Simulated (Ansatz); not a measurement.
Pulling on the Ge1–H2 bond in BrGeH (SMILES [GeH][Br]) (multiplicity 1 held, fragments rigid). Energies count from the point at 1.603 Å.
Geometry at that point (charge 0, multiplicity 1):
```
atom    x (Å)    y (Å)    z (Å)
----  -------  -------  -------
Ge    -0.6857  -0.5787   0.8219
H     -1.7232  -1.0732  -0.2958
Br     0.6761   0.5597  -0.7430
```

Restricted levels (R-, RO-) in cc, def2 and unpolarised 6-31G sets keep to the state of the molecule at rest. Unrestricted levels (U-) break spin symmetry where that is lower. Curves can end on different states.

Cores are frozen in the correlated methods. Filled d and f shells under p-block atoms count as core.

Codes used: Ansatz (a program for electronic structure). Each number belongs to the level named beside it.

Q: One of these levels gives 410.4 kJ/mol for the energy at R = 5.130 Å. Which?
A. R-MP2/cc-pVTZ
B. U-B3LYP/cc-pVTZ
C. R-wB97X-V/cc-pVTZ

A: A, R-MP2/cc-pVTZ. The others give 289.6 (U-B3LYP/cc-pVTZ), 548.3 (R-wB97X-V/cc-pVTZ)

Doubts at one or more of the structures used: a spin-contaminated determinant (U-B3LYP/cc-pVTZ); a restricted determinant that unrestricted orbitals would lower (R-wB97X-V/cc-pVTZ, R-MP2/cc-pVTZ).
